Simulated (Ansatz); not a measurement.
Input file for Ansatz (a quantum-chemistry and plane-wave program): R-RI-MP2/cc-pV(Q+d)Z on CH5NSi (SMILES C[Si]N), a point of a torsion scan. Files ending in .json are basis or fitting sets from the Basis Set Exchange.

Ansatz 0.2 input:
```yaml
crystal:
  periodic: [false, false, false]
  atoms:
    - {symbol: C, position_ang: [1.20876704, -0.13898748, 0.13496865]}
    - {symbol: Si, position_ang: [-0.32200903, 0.95278302, 0.53186686]}
    - {symbol: N, position_ang: [-1.04507881, 0.98134366, -1.02385135]}
    - {symbol: H, position_ang: [1.45603131, -0.17686922, -0.92747191]}
    - {symbol: H, position_ang: [2.08889869, 0.22211993, 0.66527557]}
    - {symbol: H, position_ang: [1.04001052, -1.16257901, 0.46999510]}
    - {symbol: H, position_ang: [-0.68455164, 0.51546811, -1.84687748]}
    - {symbol: H, position_ang: [-1.91055241, 1.45620891, -1.21552256]}
basis:
  gaussian:
    orbitals: cc-pV_Q+d_Z.json
    fitting: {mean_field: def2-universal-JKFIT, correlation: cc-pVQZ-RIFIT.json}
magnetization: {spin_polarized: false}
correlation: {method: mp2, electrons: outside_noble_gas}
scf: {lower_state_search: off}
```

It printed:

```
WARN ansatz: RAYON_NUM_THREADS=1 ignored (pool sized by the plan → 1); use --threads N
Functional definition: HF
these checks for a lower state are left out or cut short: stability, starts, cluster_reference, orbital_swaps, neighbouring_geometries, increment
integrals: 0.35 GiB planned
370 factors; integrals over basis functions are off by at most 3.9e0 eV
mean field: 0.57 GiB planned
mean field evaluation 1: about -10451.1142 eV, gradient 4.2e1 eV
mean field evaluation 2: about -10454.0056 eV, gradient 2.3e1 eV
mean field evaluation 4: about -10455.1542 eV, gradient 1.3e0 eV
mean field -10455.16032355 eV, -384.2200551281 hartree, gradient 1.6e-6 eV, S^2 0.000000; 0 other end points of the search recorded, 0 dependent functions left out
7 core orbitals not correlated
697 factors; their error is unknown
reference -10455.16032355 eV, -384.2200551281 hartree; 9, 9 occupied and 308, 308 virtual orbitals, 697 factors
second order -14.55259071 eV of doubles, -0.00000000 eV of singles
Total energy: -10469.71291425 eV, -384.7548529726 hartree
Checks for a lower state left out: stability, starts, cluster_reference, orbital_swaps, neighbouring_geometries, increment
```

The calculation finished and met its thresholds.

Cost: very roughly 2.6 core-seconds.
